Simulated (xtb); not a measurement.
Input file for xtb: GFN2-xTB on GeH, 2S+1 = 2, a point of a bond scan (R = 1.285 Å).

```
$ xtb mol.xyz --gfn 2 --sp --chrg 0 --uhf 1
2

Ge    -0.00000000    -0.00000000    -0.04867720
H      0.00000000     0.00000000     1.23640085
```

The log:

```
[...]
           -------------------------------------------------
          |                Calculation Setup                |
           -------------------------------------------------



           -------------------------------------------------
          |                 G F N 2 - x T B                 |
           -------------------------------------------------

        Reference                      10.1021/acs.jctc.8b01176
      * Hamiltonian:
        H0-scaling (s, p, d)           1.850000    2.230000    2.230000
        zeta-weighting                 0.500000
      * Dispersion:
        s8                             2.700000
        a1                             0.520000
        a2                             5.000000
        s9                             5.000000
      * Repulsion:
        kExp                           1.500000    1.000000
        rExp                           1.000000
      * Coulomb:
        alpha                          2.000000
        third order                    shell-resolved
        anisotropic                    true
        a3                             3.000000
        a5                             4.000000
        cn-shift                       1.200000
        cn-exp                         4.000000
        max-rad                        5.000000


          ...................................................
          :                      SETUP                      :
          :.................................................:
          :  # basis functions                  11          :
          :  # atomic orbitals                  10          :
          :  # shells                            4          :
          :  # electrons                         5          :
          :  max. iterations                   250          :
          :  Hamiltonian                  GFN2-xTB          :
          :  restarted?                      false          :
          :  GBSA solvation                  false          :
          :  PC potential                    false          :
          :  electronic temp.          300.0000000     K    :
          :  accuracy                    1.0000000          :
          :  -> integral cutoff          0.2500000E+02      :
          :  -> integral neglect         0.1000000E-07      :
          :  -> SCF convergence          0.1000000E-05 Eh   :
          :  -> wf. convergence          0.1000000E-03 e    :
          :  Broyden damping             0.4000000          :
          :  net charge                          0          :
          :  unpaired electrons                  1          :
          ...................................................

 iter      E             dE          RMSdq      gap      omega  full diag
   1     -2.3638202 -0.236382E+01  0.181E+01    0.00       0.0  T
   2     -2.3649538 -0.113368E-02  0.100E+01    0.00       1.0  T
   3     -2.3650538 -0.999282E-04  0.663E-01    0.00       1.0  T
   4     -2.3650864 -0.325950E-04  0.560E-02    0.00       1.3  T
   5     -2.3650864 -0.252783E-07  0.292E-02    0.00       2.4  T
   6     -2.3650864 -0.148577E-07  0.579E-04    0.00     122.2  T
   7     -2.3650864 -0.402900E-10  0.192E-04    0.00     368.6  T

   *** convergence criteria satisfied after 7 iterations ***

         #    Occupation            Energy/Eh            Energy/eV
      -------------------------------------------------------------
         1        2.0000           -0.5798622             -15.7789
         2        2.0000           -0.3779705             -10.2851
         3        0.5000           -0.2556631              -6.9569 (HOMO)
         4        0.5000           -0.2556631              -6.9569 (LUMO)
         5                         -0.0611265              -1.6633
         6                          0.0079065               0.2151
         7                          0.0079065               0.2151
         8                          0.0082013               0.2232
       ...                                ...                  ...
        10                          1.2426602              33.8145
      -------------------------------------------------------------
                  HL-Gap            0.0000000 Eh            0.0000 eV
             Fermi-level           -0.2862400 Eh           -7.7890 eV

 SCC (total)                   0 d,  0 h,  0 min,  0.002 sec
 SCC setup                      ...        0 min,  0.000 sec (  6.319%)
 Dispersion                     ...        0 min,  0.000 sec (  1.472%)
 classical contributions        ...        0 min,  0.000 sec (  1.096%)
 integral evaluation            ...        0 min,  0.000 sec ( 17.362%)
 iterations                     ...        0 min,  0.001 sec ( 54.720%)
 molecular gradient             ...        0 min,  0.000 sec (  8.415%)
 printout                       ...        0 min,  0.000 sec (  9.866%)

         :::::::::::::::::::::::::::::::::::::::::::::::::::::
         ::                     SUMMARY                     ::
         :::::::::::::::::::::::::::::::::::::::::::::::::::::
         :: total energy              -2.327162508992 Eh    ::
         :: gradient norm              0.254469189284 Eh/a0 ::
         :: HOMO-LUMO gap              0.000000000000 eV    ::
         ::.................................................::
         :: SCC energy                -2.365086405217 Eh    ::
         :: -> isotropic ES           -0.002293698521 Eh    ::
         :: -> anisotropic ES          0.000237792251 Eh    ::
         :: -> anisotropic XC          0.000016953483 Eh    ::
         :: -> dispersion             -0.000315436997 Eh    ::
         :: repulsion energy           0.037923896224 Eh    ::
         :: add. restraining           0.000000000000 Eh    ::
         :: total charge               0.000000000000 e     ::
         :::::::::::::::::::::::::::::::::::::::::::::::::::::

           -------------------------------------------------
          |                Property Printout                |
           -------------------------------------------------

    * Orbital Energies and Occupations

         #    Occupation            Energy/Eh            Energy/eV
      -------------------------------------------------------------
         1        2.0000           -0.5798622             -15.7789
         2        2.0000           -0.3779705             -10.2851
         3        0.5000           -0.2556631              -6.9569 (HOMO)
         4        0.5000           -0.2556631              -6.9569 (LUMO)
         5                         -0.0611265              -1.6633
         6                          0.0079065               0.2151
         7                          0.0079065               0.2151
         8                          0.0082013               0.2232
         9                          0.0082013               0.2232
        10                          1.2426602              33.8145
      -------------------------------------------------------------
                  HL-Gap            0.0000000 Eh            0.0000 eV
             Fermi-level           -0.2862400 Eh           -7.7890 eV

     #   Z          covCN         q      C6AA      α(0)
     1  32 Ge       0.953     0.065   287.584    36.266
     2   1 H        0.953    -0.065     4.460     3.301

 Mol. C6AA /au·bohr⁶  :        360.988792
 Mol. C8AA /au·bohr⁸  :      28841.685868
 Mol. α(0) /au        :         39.567259


Wiberg/Mayer (AO) data.
largest (>0.10) Wiberg bond orders for each atom

 ---------------------------------------------------------------------------
     #   Z sym  total        # sym  WBO       # sym  WBO       # sym  WBO
 ---------------------------------------------------------------------------
     1  32 Ge   0.996 --     2 H    0.996
     2   1 H    0.996 --     1 Ge   0.996
Note: The following floating-point exceptions are signalling: IEEE_DENORMAL
normal termination of xtb
 ---------------------------------------------------------------------------

Topologies differ in total number of bonds
Writing topology from bond orders to xtbtopo.mol

molecular dipole:
                 x           y           z       tot (Debye)
 q only:        0.000       0.000      -0.157
   full:        0.000       0.000       0.215       0.546
molecular quadrupole (traceless):
                xx          xy          yy          xz          yz          zz
 q only:        0.176       0.000       0.176       0.000       0.000      -0.352
  q+dip:        0.231       0.000       0.231      -0.000       0.000      -0.462
   full:        0.996       0.000       0.996      -0.000       0.000      -1.992


           -------------------------------------------------
          | TOTAL ENERGY               -2.327162508992 Eh   |
          | GRADIENT NORM               0.254469189284 Eh/α |
          | HOMO-LUMO GAP               0.000000000000 eV   |
           -------------------------------------------------

------------------------------------------------------------------------
------------------------------------------------------------------------
 total:
 SCF:
```

The run finished.

Cost: about 0.07 core-seconds (a rough figure).
